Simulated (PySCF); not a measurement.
Compound: C₆H₁₃BCl₂N (charge +1).
Numbering: `[CH3:1][N+:2]1([CH3:3])[CH2:4][CH2:5][CH2:6][C@@H:7]1[B:8]([Cl:9])[Cl:10]` (hydrogens: H11, H12, H13 on C1; H14, H15, H16 on C3; H17, H18 on C4; H19, H20 on C5; H21, H22 on C6; H23 on C7)

Geometry (PBE0-D3(BJ)/def2-SVP, Å), atoms numbered from 1 in this order:
```
atom  x, y, z in Å
C1    -0.5382   -0.6582   -1.2458
N2    -0.0789   -0.1859    0.0914
C3     0.0914   -1.3465    1.0039
C4    -1.0863    0.7850    0.6582
C5    -0.8333    2.1017   -0.0600
C6     0.6342    2.0331   -0.5219
C7     1.1653    0.6817   -0.0182
B8     2.4636    0.1289   -0.7593
Cl9    2.7668   -1.5554   -1.0911
Cl10   3.6680    1.2997   -1.1708
H11    0.2131   -1.3338   -1.6674
H12   -0.6822    0.2018   -1.9094
H13   -1.4892   -1.1902   -1.1224
H14   -0.8818   -1.8360    1.1339
H15    0.8091   -2.0504    0.5700
H16    0.4572   -0.9882    1.9741
H17   -2.0936    0.3660    0.5345
H18   -0.8701    0.8568    1.7331
H19   -1.0194    2.9426    0.6209
H20   -1.5145    2.2329   -0.9119
H21    1.2491    2.8445   -0.1129
H22    0.7157    2.1117   -1.6156
H23    1.4928    0.8092    1.0313
```

Level of theory: PBE0-D3(BJ)/def2-SVP geometry optimisation, gas phase in PySCF.

Masses are those of the commonest isotopes; rigid-rotor values at the optimised geometry. The values belong to one conformer with, in the numbering `[CH3:1][N+:2]1([CH3:3])[CH2:4][CH2:5][CH2:6][C@@H:7]1[B:8]([Cl:9])[Cl:10]`, C6–C7–B8–Cl9 -144°, C1–N2–C4–C5 -78°, N2–C4–C5–C6 -24°, C4–C5–C6–C7 -1°, C5–C6–C7–B8 160°.

Question: What are A, B and C (MHz)?

Answer: Ia = 375.24, Ib = 665.91, Ic = 919.64 u·Å²; 505379 MHz·u·Å²/I gives A = 1347, B = 758.9, C = 549.5 MHz.

Question: What kind of rotor is it?

Answer: An asymmetric top: κ = (2 × 758.9 − 1347 − 549.5)/(1347 − 549.5) = -0.47.

Question: Is it planar, by Δ = Ic − Ia − Ib?

Answer: Not planar: Δ = Ic − Ia − Ib = -121.50 u·Å². For a rigid frame Δ = −2 Σ m c², so Σ m c² = 60.75 u·Å² lies off the ab plane: 21.75 from hydrogen and 39.00 from heavier atoms. The atom farthest from that plane is 2.03 Å away.

Question: Where do the levels up to J = 2 lie, in cm⁻¹?

Answer: Above 0(0,0):
J = 1: 1(0,1) 0.0436, 1(1,1) 0.0633, 1(1,0) 0.0702
J = 2: 2(0,2) 0.1294, 2(1,2) 0.1436, 2(1,1) 0.1645, 2(2,1) 0.2233, 2(2,0) 0.2249

Question: Which lines would a microwave search look for?

Answer: The dipole components (about the centre of mass, as the species is charged) are |μa| = 6.76 D, |μb| = 1.07 D, |μc| = 0.45 D. Intensities carry the squares of the components, which stand as 1.00 : 0.03 : 0.00 (a : b : c). Some lines, for components of 0.1 D or more:

| type | branch | J(Ka,Kc) | MHz | lower level (cm⁻¹) |
| --- | --- | --- | --- | --- |
| c | Q | 1(1,1) ← 1(0,1) | 588 | 0.044 |
| a | Q | 2(1,1) ← 2(1,2) | 628 | 0.144 |
| b | Q | 1(1,0) ← 1(0,1) | 797 | 0.044 |
| b | Q | 2(1,1) ← 2(0,2) | 1053 | 0.129 |
| b | Q | 2(2,0) ← 2(1,1) | 1810 | 0.165 |
| c | R | 1(1,0) ← 0(0,0) | 2106 | 0.000 |
| b | Q | 2(2,1) ← 2(1,2) | 2392 | 0.144 |
| a | R | 2(0,2) ← 1(0,1) | 2570 | 0.044 |
| a | R | 2(1,1) ← 1(1,0) | 2826 | 0.070 |
| b | R | 2(1,2) ← 1(0,1) | 2995 | 0.044 |
| c | R | 2(1,1) ← 1(0,1) | 3624 | 0.044 |
| b | R | 2(2,1) ← 1(1,0) | 4590 | 0.070 |
| c | R | 2(2,0) ← 1(1,0) | 4637 | 0.070 |
| c | R | 2(2,1) ← 1(1,1) | 4799 | 0.063 |

No PBE0-D3(BJ)/def2-SVP frequencies stand behind this structure, so it isn't proved a minimum. Zero-point vibration and centrifugal distortion are left out. A rigid rotor knows nothing of internal rotation, which can split or shift real lines. Quadrupole hyperfine structure (11B, 14N, 35Cl) is left out.

Time: 2.9 min. Hardware: one thread of an Arm Neoverse V1, on a shared host. This is the geometry optimisation.
